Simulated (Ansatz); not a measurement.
Species: HSiOBr, charge 0, singlet. HSiOBr (SMILES O[Si]Br).
B3LYP-D3(BJ)/def2-TZVP minimum from Ansatz (a quantum-chemistry and plane-wave program):
```xyz
4

Si    -0.1593    -0.9464     0.9416
Br     0.2855     0.8939    -0.3275
O     -0.8305    -1.9070    -0.2229
H     -1.1186    -2.7822     0.0625
```

Atomisation energy term by term, kcal/mol (programs: Ansatz). Radicals and triplets start from unrestricted determinants; spin-orbit coupling is neglected. Correlated methods leave the cores frozen (noble-gas shells, and filled d and f shells in the p block). No relativity. CBS(X,Y): correlation extrapolated as X^-3, Hartree-Fock from the larger set. A bracket is a step between two methods taken in the basis named. For partners of very few electrons the exact lower level stands in for a higher one. Spin-orbit terms, left out, reach several kcal/mol for Br and I, and more for heavier atoms.

| term | basis | kcal/mol |
|---|---|---|
| Hartree-Fock | def2-QZVPP | 214.72 |
| CCSD correlation | CBS(def2-TZVPP,def2-QZVPP) | 97.47 |
| (T) | CBS(def2-TZVPP,def2-QZVPP) | 8.77 |
| CCSDT(Q) - CCSD(T) | def2-TZVPP | 0.15 |
| sum: De |  | 321.1 |

The step beyond CCSD(T) by other levels: CCSDT(Q) in def2-SVP 0.68 kcal/mol.
